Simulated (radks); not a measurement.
Removal energies from the zirconium ion Zr8+, [Ar] 3d10 4s2 4p(1/2: 2, 3/2: 0), by Delta-SCF beside the eigenvalue of the level emptied. Method: Dirac Kohn-Sham, BLYP, spin-unpolarised, spherical densities, finite nucleus; Fermi nuclear charge, rms radius of each element as measured or else 0.836 A^(1/3) + 0.57 fm; computed with a radial shooting solver on a logarithmic mesh with Libxc functionals. Sub-shells are occupied by j as written (lower j first in brackets).

[
 {"removed from": "4p1/2", "final configuration": "[Ar] 3d10 4s2 4p(1/2: 1, 3/2: 0)", "Delta-SCF (eV)": "153.19", "-eigenvalue (eV)": "143.73"},
 {"removed from": "4s1/2", "final configuration": "[Ar] 3d10 4s1 4p(1/2: 2, 3/2: 0)", "Delta-SCF (eV)": "177.28", "-eigenvalue (eV)": "167.29"},
 {"removed from": "3d5/2", "final configuration": "[Ar] 3d(3/2: 4, 5/2: 5) 4s2 4p(1/2: 2, 3/2: 0)", "Delta-SCF (eV)": "322.48", "-eigenvalue (eV)": "301.15"},
 {"removed from": "3d3/2", "final configuration": "[Ar] 3d(3/2: 3, 5/2: 6) 4s2 4p(1/2: 2, 3/2: 0)", "Delta-SCF (eV)": "325.14", "-eigenvalue (eV)": "303.70"}
]
